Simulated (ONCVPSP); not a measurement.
PBE ONCV dataset for indium, scalar-relativistic all-electron reference.

The input file (ONCVPSP 4.0.1):

```
# ATOM AND REFERENCE CONFIGURATION
# atsym  z   nc   nv     iexc    psfile
  In 49.00    6    5        4      upf
#
#   n    l    f
    1    0    2.00
    2    0    2.00
    2    1    6.00
    3    0    2.00
    3    1    6.00
    3    2   10.00
    4    0    2.00
    4    1    6.00
    4    2   10.00
    5    0    2.00
    5    1    1.00
#
# PSEUDOPOTENTIAL AND OPTIMIZATION
# lmax
    2
#
#   l,   rc,      ep,       ncon, nbas, qcut
    0    1.60    0.00    4    9    8.00
    1    1.75    0.00    4    8    6.20
    2    1.70    0.00    4    9    8.20
#
# LOCAL POTENTIAL
# lloc, lpopt,  rc(5),   dvloc0
    4    5    1.45    6.00
#
# VANDERBILT-KLEINMAN-BYLANDER PROJECTORs
# l, nproj, debl
    0    2    2.50
    1    3    1.50
    2    3    0.40
#
# MODEL CORE CHARGE
# icmod, fcfact, rcfact
    1    0.60    0.00
#
# LOG DERIVATIVE ANALYSIS
# epsh1, epsh2, depsh
   -6.00    5.00    0.04
#
# OUTPUT GRID
# rlmax, drl
    6.00    0.01
#
# TEST CONFIGURATIONS
# ncnf
    4
# nvcnf
#   n    l    f
    5
    4    0    2.00
    4    1    6.00
    4    2   10.00
    5    0    2.00
    5    1    0.00
#
    5
    4    0    2.00
    4    1    6.00
    4    2   10.00
    5    0    1.00
    5    1    0.00
#
    5
    4    0    2.00
    4    1    6.00
    4    2   10.00
    5    0    0.00
    5    1    0.00
#
    5
    4    0    2.00
    4    1    6.00
    4    2    9.00
    5    0    2.00
    5    1    1.00
#
```

Command:

```bash
oncvpsp.x < In.dat > In.out
```

The program printed (shortened: citation, most of the input echo, consistency checks and plot data are left out):

```
ONCVPSP  (Optimized Norm-Conservinng Vanderbilt PSeudopotential)
scalar-relativistic version 4.0.1

#   n    l    f        energy (Ha)
    1    0    2.00    -1.0199550E+03
    2    0    2.00    -1.5271681E+02
    2    1    6.00    -1.3706868E+02
    3    0    2.00    -2.8979330E+01
    3    1    6.00    -2.3855262E+01
    3    2   10.00    -1.5901853E+01
    4    0    2.00    -4.3974108E+00
    4    1    6.00    -2.8712316E+00
    4    2   10.00    -6.8439220E-01
    5    0    2.00    -3.0176496E-01
    5    1    1.00    -9.2560952E-02

Reference configufation results
  iterations    22
  all-electron total energy (Ha)   -5.88163595D+03

Begin loop to  construct optimized pseudo wave functions
and semi-local pseudopoentials for all angular momenta

Calculating optimized projector #   1

 for l=   0

    Fraction of norm inside rc  0.984498
    Optimizing pswf for qcut=   8.00 a_B^-1,  ecut=  32.00 Ha
    Residual kinetic energy error=  1.19D-06 Ha

    Energy error per electron        Cutoff
         Ha          eV             Ha
         0.01000     0.27211        8.93
         0.00100     0.02721       20.31
         0.00010     0.00272       25.16
         0.00001     0.00027       28.78

Calculating optimized projector #   2

 for l=   0

    Fraction of norm inside rc  0.114874
    Optimizing pswf for qcut=   8.00 a_B^-1,  ecut=  32.00 Ha
    Residual kinetic energy error=  4.18D-06 Ha

    Energy error per electron        Cutoff
         Ha          eV             Ha
         0.01000     0.27211        7.42
         0.00100     0.02721       20.30
         0.00010     0.00272       25.95
         0.00001     0.00027       30.35

   Wellstate for l =  1  n =  6
     eigenvalue =   1.4074
     asymptotic potential =   1.9074
     half-point radius =  3.5258

Calculating optimized projector #   1

 for l=   1

    Fraction of norm inside rc  0.980573
    Optimizing pswf for qcut=   6.19 a_B^-1,  ecut=  19.16 Ha
    Residual kinetic energy error=  5.04D-04 Ha

    Energy error per electron        Cutoff
         Ha          eV             Ha
         0.01000     0.27211       15.00
         0.00100     0.02721       18.22
         0.00010     0.00272       44.18
         0.00001     0.00027       69.21

Calculating optimized projector #   2

 for l=   1

    Fraction of norm inside rc  0.051773
    Optimizing pswf for qcut=   6.19 a_B^-1,  ecut=  19.16 Ha
    Residual kinetic energy error=  1.03D-04 Ha

    Energy error per electron        Cutoff
         Ha          eV             Ha
         0.01000     0.27211       11.43
         0.00100     0.02721       15.74
         0.00010     0.00272       19.41
         0.00001     0.00027       32.24

Calculating optimized projector #   3

 for l=   1

    Fraction of norm inside rc  0.147483
    Optimizing pswf for qcut=   6.19 a_B^-1,  ecut=  19.16 Ha
    Residual kinetic energy error=  5.41D-04 Ha

    Energy error per electron        Cutoff
         Ha          eV             Ha
         0.01000     0.27211       14.45
         0.00100     0.02721       18.29
         0.00010     0.00272       24.29
         0.00001     0.00027       50.08

WARNING wellstate: negative energy specified for n= 5 l=  2
WARNING scattering state with energy  0.25000000
WARNING will be used for the first projector

   Wellstate for l =  2  n =  5
     eigenvalue =   0.2500
     asymptotic potential =   0.7500
     half-point radius =  6.3550

   Wellstate for l =  2  n =  6
     eigenvalue =   0.6500
     asymptotic potential =   1.1500
     half-point radius =  6.9531

Calculating optimized projector #   1

 for l=   2

    Fraction of norm inside rc  0.856058
    Optimizing pswf for qcut=   8.20 a_B^-1,  ecut=  33.62 Ha
    Residual kinetic energy error=  2.85D-05 Ha

    Energy error per electron        Cutoff
         Ha          eV             Ha
         0.01000     0.27211       23.26
         0.00100     0.02721       27.91
         0.00010     0.00272       31.43
         0.00001     0.00027       57.75

Calculating optimized projector #   2

 for l=   2

    Fraction of norm inside rc  0.036638
    Optimizing pswf for qcut=   8.20 a_B^-1,  ecut=  33.62 Ha
    Residual kinetic energy error=  4.86D-06 Ha

    Energy error per electron        Cutoff
         Ha          eV             Ha
         0.01000     0.27211       17.51
         0.00100     0.02721       23.89
         0.00010     0.00272       28.66
         0.00001     0.00027       32.65

Calculating optimized projector #   3

 for l=   2

    Fraction of norm inside rc  0.037163
    Optimizing pswf for qcut=   8.20 a_B^-1,  ecut=  33.62 Ha
    Residual kinetic energy error=  8.18D-06 Ha

    Energy error per electron        Cutoff
         Ha          eV             Ha
         0.01000     0.27211       18.33
         0.00100     0.02721       24.85
         0.00010     0.00272       29.40
         0.00001     0.00027       33.64

Construct Vanderbilt / Kleinmman-Bylander projectors

B matrix Hermiticity error, ll=   0
   1   2    6.4295E-04

  Orthonormal projector coefficients  1.3630E+01 -3.5918E+00

B matrix Hermiticity error, ll=   1
   1   2    2.5727E-04
   1   3   -6.2033E-04
   2   3    5.8341E-05

  Orthonormal projector coefficients -1.2343E+01 -4.9753E+00 -1.1506E+00

B matrix Hermiticity error, ll=   2
   1   2    7.2473E-05
   1   3   -1.0752E-04
   2   3    8.7589E-06

  Orthonormal projector coefficients -1.2841E+01 -6.6687E+00 -1.8239E+00

Model core correction analysis
  based on d2Exc/dn_idn_j

d2excae - all-electron derivatives

   -3.492723D-02   -3.152645D-02   -2.201198D-02   -1.923898D-03
   -8.553204D-04
   -3.153393D-02   -2.959941D-02   -2.219577D-02   -1.940786D-03
   -7.511481D-04
   -2.208696D-02   -2.230723D-02   -2.000136D-02   -2.483813D-03
   -6.298744D-04
   -2.136698D-03   -2.339543D-03   -3.316296D-03   -1.614569D-03
   -3.326506D-04
   -9.390059D-04   -9.127050D-04   -1.005574D-03   -4.703393D-04
   -1.096047D-04

d2excps - pseudofunction derivatives with no core correction

   -5.270296D-02   -3.453257D-02   -2.108668D-02   -3.720075D-03
   -1.182596D-03
   -3.454151D-02   -3.199758D-02   -2.346857D-02   -2.237422D-03
   -9.030196D-04
   -2.116145D-02   -2.358001D-02   -2.134854D-02   -2.392680D-03
   -6.607480D-04
   -3.934585D-03   -2.636137D-03   -3.225177D-03   -1.732782D-03
   -3.432429D-04
   -1.266404D-03   -1.064565D-03   -1.036465D-03   -4.809593D-04
   -1.155107D-04

rms 2nd derivative error    3.760348E-03

Polynomial model core charge

d2excps - pseudofunction derivatives with core correction

   -2.977785D-02   -2.759513D-02   -1.938636D-02   -1.689419D-03
   -8.025571D-04
   -2.760246D-02   -2.878180D-02   -2.263526D-02   -1.641759D-03
   -7.246902D-04
   -1.946115D-02   -2.274663D-02   -2.124499D-02   -2.235399D-03
   -6.058860D-04
   -1.902205D-03   -2.040434D-03   -3.067863D-03   -1.553487D-03
   -3.114761D-04
   -8.862378D-04   -8.862205D-04   -9.815889D-04   -4.491871D-04
   -1.062364D-04

rms 2nd derivative error    1.723287E-03

Pseudoatom total energy -189.193192

Diagnostic tests using Vanderbilt-Kleinman-Bylander pseudopotentials
  1 or more projectors used as specified by nproj input data

   l    rcore       rmatch      e in        delta e   norm test  slope test

   0   1.6022688   1.6509171  -4.3974108   0.0000197   1.0001405   1.0001112
   0   1.6022688   1.6509171  -0.3017650   0.0000033   1.0000369   1.0000268

   1   1.7526899   1.8059053  -2.8712316  -0.0000144   1.0002382   1.0002206
   1   1.7526899   1.8059053  -0.0925610   0.0000002   1.0000098   1.0000351
   1   1.7526899   1.8059053   1.4074391  -0.0000266   1.0002165   1.0002165

   2   1.7010425   1.7526899  -0.6843922  -0.0000047   1.0001450   1.0001567
   2   1.7010425   1.7526899   0.2500000   0.0000002   1.0002745   1.0002745
   2   1.7010425   1.7526899   0.6500000   0.0000057   1.0002926   1.0002926

 Testing for bound ghosts
   n   l    E NL Schr. Eq   E Basis Diag.   E Cutoff

   1   0       -4.397391       -4.397390    137.10
   2   0       -0.301762       -0.270175    137.10

   2   1       -2.871246       -2.871243    129.59
   3   1       -0.092561       -0.026422    129.59

   3   2       -0.684397       -0.684239    191.87

 Testing for highly-localized positive-energy ghosts
       l    <radius>/rc     E Basis Diag.   E Cutoff

Test configuration 0

   n   l     f        eae           eps        diff
   1   0  2.0000-1019.95496395
   2   0  2.0000 -152.71680934
   2   1  6.0000 -137.06867834
   3   0  2.0000  -28.97933047
   3   1  6.0000  -23.85526208
   3   2 10.0000  -15.90185308
   4   0  2.0000   -4.39741076   -4.39739101    1.97D-05
   4   1  6.0000   -2.87123162   -2.87124597   -1.44D-05
   4   2 10.0000   -0.68439220   -0.68439685   -4.65D-06
   5   0  2.0000   -0.30176496   -0.30176170    3.26D-06
   5   1  1.0000   -0.09256095   -0.09256072    2.27D-07

    Total energies and differences
      AE_ref= -5.88163595D+03  AE_tst= -5.88163595D+03  dif=  0.00D+00
      PS_ref= -1.89193192D+02  PS_tst= -1.89193192D+02  dif= -7.75D-11
      PSP excitation error=  7.75D-11

Test configuration 1

   n   l     f        eae           eps        diff
   1   0  2.0000-1020.23088656
   2   0  2.0000 -152.99126966
   2   1  6.0000 -137.34330486
   3   0  2.0000  -29.25359294
   3   1  6.0000  -24.12953529
   3   2 10.0000  -16.17605630
   4   0  2.0000   -4.67171257   -4.67179481   -8.22D-05
   4   1  6.0000   -3.14569823   -3.14583236   -1.34D-04
   4   2 10.0000   -0.95816598   -0.95824461   -7.86D-05
   5   0  2.0000   -0.54849627   -0.54848707    9.20D-06

    Total energies and differences
      AE_ref= -5.88163595D+03  AE_tst= -5.88143885D+03  dif=  1.97D-01
      PS_ref= -1.89193192D+02  PS_tst= -1.88996044D+02  dif=  1.97D-01
      PSP excitation error= -4.64D-05

Test configuration 2

   n   l     f        eae           eps        diff
   1   0  2.0000-1020.62443740
   2   0  2.0000 -153.38008447
   2   1  6.0000 -137.73238653
   3   0  2.0000  -29.64280069
   3   1  6.0000  -24.51873439
   3   2 10.0000  -16.56498989
   4   0  2.0000   -5.06106775   -5.06371919   -2.65D-03
   4   1  6.0000   -3.53499747   -3.53608855   -1.09D-03
   4   2 10.0000   -1.34244364   -1.34267576   -2.32D-04
   5   0  1.0000   -0.86991953   -0.87013377   -2.14D-04

    Total energies and differences
      AE_ref= -5.88163595D+03  AE_tst= -5.88073196D+03  dif=  9.04D-01
      PS_ref= -1.89193192D+02  PS_tst= -1.88288953D+02  dif=  9.04D-01
      PSP excitation error= -2.56D-04

Test configuration 3

psatom: WARNING lschvkbb convergence error n,l,iter=   3   1   4
ea(ii),et,emin,emax -1.001295E-01 -1.101425E-01 -1.101425E-01 -1.101425E-01
run_config: WARNING for fully non-local PS atom, stg. 1
 WARNING no output for configuration 4

Test configuration 4

   n   l     f        eae           eps        diff
   1   0  2.0000-1020.51280545
   2   0  2.0000 -153.28543114
   2   1  6.0000 -137.63672581
   3   0  2.0000  -29.54042900
   3   1  6.0000  -24.41638278
   3   2 10.0000  -16.46448282
   4   0  2.0000   -4.93098761   -4.92806615    2.92D-03
   4   1  6.0000   -3.39571517   -3.39278972    2.93D-03
   4   2  9.0000   -1.17652687   -1.17457977    1.95D-03
   5   0  2.0000   -0.63929813   -0.63925011    4.80D-05
   5   1  1.0000   -0.37235008   -0.37240587   -5.58D-05

    Total energies and differences
      AE_ref= -5.88163595D+03  AE_tst= -5.88071299D+03  dif=  9.23D-01
      PS_ref= -1.89193192D+02  PS_tst= -1.88270921D+02  dif=  9.22D-01
      PSP excitation error=  6.91D-04
```

The run took about 6.9 s on one core of a shared server CPU.
